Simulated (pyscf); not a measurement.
## H₃C–GeH•–Cl, doublet

Gas-phase minimum from PySCF at ωB97X-D3(BJ)/def2-SVP, one conformer. Other isomers of H₃C–GeH•–Cl were not searched in full and may lie lower. 

```
C
H 1 1.0991
H 1 1.1003 2 109.35
H 1 1.1015 2 108.96 3 -119.43
Ge 1 1.9545 2 110.24 4 -119.20
H 5 1.5504 1 112.04 2 176.69
Cl 5 2.1731 6 106.08 1 116.01
```
Charge 0, spin multiplicity 2.

Properties at ωB97X-D3(BJ)/def2-SVP:

| Property | Value |
|---|---|
| Harmonic wavenumbers, unscaled | 112, 160, 423, 527, 605, 666, 789, 857, 1258, 1432, 1440, 2097, 3074, 3185, 3201 cm⁻¹ |
| Zero-point energy | 28.3 kcal/mol |
| Rotational symmetry number | 1 |
| Entropy of this conformer at 298 K and 1 atm, rigid rotor and harmonic oscillator, modes under 100 cm⁻¹ raised to 100 | 317.1 J/(mol K) |
| Dipole moment | 2.40 D |
| Spin expectation value S2 | 0.752 |

Single-point totals, which compare only within one level (frozen core for MP2 and CC):

```csv
level,total energy (hartree)
ωB97X-D3(BJ)/def2-TZVP,-2577.73953
PBE/def2-TZVP,-2577.18982
r²SCAN/def2-TZVP,-2577.68982
B3LYP-D3(BJ)/def2-TZVP,-2577.82860
PBE0-D3(BJ)/def2-TZVP,-2577.29457
M06-2X/def2-TZVP,-2577.72183
ωB97M-D3(BJ)/def2-TZVP,-2577.83247
UHF/def2-TZVPP,-2575.11411
MP2/def2-TZVPP,-2575.71688
CCSD/def2-TZVPP,-2575.75120
CCSD(T)/def2-TZVPP,-2575.77619
```

Soft torsions are taken as harmonic, which can shift the entropy by several J/(mol K). The CCSD(T) − MP2 part came from Ansatz, without density fitting, on the same reference. The frozen core leaves the outer d or s,p core shells of the metals and heavy elements correlated in the MP2 and CC values, and def2-TZVPP describes them poorly, so these totals are far from the basis limit. Elements up to Kr have no core potential and no relativistic terms here.
